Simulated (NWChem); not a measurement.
Species: CH3ClTe; SMILES C[Te]Cl

def2 effective core potentials on Te; no spin-orbit coupling.

Give the equilibrium geometry at PBE0/def2-SVP with def2 effective core potentials on Te (NWChem) as a list of bonds and angles, with the point group.

point group Cs; any orientation.
Bonds (Å): Te1–Cl2 2.379, Te1–C3 2.144, C3–H4 1.100, C3–H5 1.097, C3–H6 1.097. Bond angles (°): Cl2–Te1–C3 94.6, Te1–C3–H4 106.5, Te1–C3–H5 109.6, Te1–C3–H6 109.5, H4–C3–H5 110.0, H4–C3–H6 109.9, H5–C3–H6 111.2.
